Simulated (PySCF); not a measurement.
# Electronic structure of Nb⁻ (niobium, charge -1) at the PBEsol level

Configuration: [Kr] 4d4 5s2, high-spin 5D determinant. All numbers are calculated (PySCF 2.14, scalar relativity through the core potential, in aug-cc-pwCVTZ-PP with ECP28MDF).

```json
{"Total energy": "-56.5732 hartree", "One-electron energy": "-98.3028 hartree", "Hartree (Coulomb) energy": "48.5418 hartree", "Exchange-correlation energy": "-6.8122 hartree", "⟨S²⟩": "6.0688", "⟨L²⟩": "6.073", "Sum of ⟨r⟩": "28.83 bohr", "Sum of ⟨r²⟩": "95.83 bohr²", "Traceless quadrupole moment −½Σ⟨3z² − r²⟩ along its main axis": "-0.198 e·bohr²"}
```

```csv
shell,electrons,mean orbital energy (hartree),spread (hartree),"rms radius, mean of both spins (bohr)"
4s α,1,-1.98740,0,1.24
4s β,1,-1.91898,0,1.24
4p α,3,-1.10881,0.01337,1.41
4p β,3,-1.03297,0.03130,1.41
5s α,1,0.00108,0,5.06
5s β,1,0.03811,0,5.06
4d α,4,0.04340,0.01615,2.72
```

Energies and moments cover only the electrons outside the core potential. ⟨S²⟩ = 6.07 against 6.00 shows spin contamination. At PBEsol the highest occupied level has a positive energy, so only the finite basis holds that electron; in a semilocal or global hybrid functional this comes from self-interaction and does not mean that the real anion is unbound.
